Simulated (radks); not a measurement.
Results of a calculation; reference values are marked as such.
Q: Mean orbital radii <r> (bohr) of neutral holmium, [Xe] 4f11 6s2, of relativity; Dirac values are averaged over j with weights 2j + 1. Spin-unpolarised spherical Kohn-Sham, PBEsol, point nucleus unless stated (finite: rms radius 5.2022 fm), a radial shooting solver on a logarithmic mesh with Libxc functionals. A level marked "c x" has the speed of light scaled by that factor and shares open shells by 2j + 1; other Dirac levels either fill j = l - 1/2 first or share by 2j + 1.

| shell | non-rel. |
|---|---|
| 2s | 0.09612 |
| 2p | 0.08144 |
| 3s | 0.2468 |
| 3p | 0.2366 |
| 3d | 0.2091 |
| 4s | 0.5561 |
| 4p | 0.5679 |
| 4d | 0.5983 |
| 5s | 1.382 |
| 5p | 1.572 |
| 4f | 0.8061 |
| 6s | 4.344 |

Give the values at the level "Dirac, 2j+1 shares, finite nucleus".

A: 
shell  Dirac, 2j+1 shares, finite nucleus  change of magnitude (%)
2s                                0.08756                    -8.91
2p                                0.07769                    -4.61
3s                                 0.2295                    -7.01
3p                                 0.2282                    -3.54
3d                                 0.2079                    -0.55
4s                                 0.5189                    -6.69
4p                                 0.5493                    -3.27
4d                                 0.5969                    -0.24
5s                                  1.278                    -7.55
5p                                  1.520                    -3.30
4f                                 0.8574                    +6.37
6s                                  4.048                    -6.82
